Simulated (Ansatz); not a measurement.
HOSi (SMILES O=[SiH]) moved off its minimum; all values from Ansatz (a first-principles code), cores frozen in correlated methods. Open shells are unrestricted.
(charge 0, multiplicity 2)
```xyz
3

O      0.87914    -0.51064     0.02779
Si    -0.38200     0.34135    -0.04507
H     -1.74702    -0.43700     0.00122
```

Forces at PBE/def2-TZVPP (eV/Å):

| atom | Fx | Fy | Fz |
|---|---|---|---|
| O1 | 0.926 | -0.550 | 0.048 |
| Si2 | -1.156 | 0.350 | -0.035 |
| H3 | 0.230 | 0.201 | -0.013 |

Task: Give the forces (eV/Å), the total energy and the dipole at CCSD(T)/aug-cc-pV(T+d)Z.

Result: 
```csv
atom,Fx,Fy,Fz
O1,0.592,-0.244,0.023
Si2,-1.024,-0.147,0.003
H3,0.431,0.391,-0.025
```
Energy -364.7455 hartree, dipole 3.25 D.
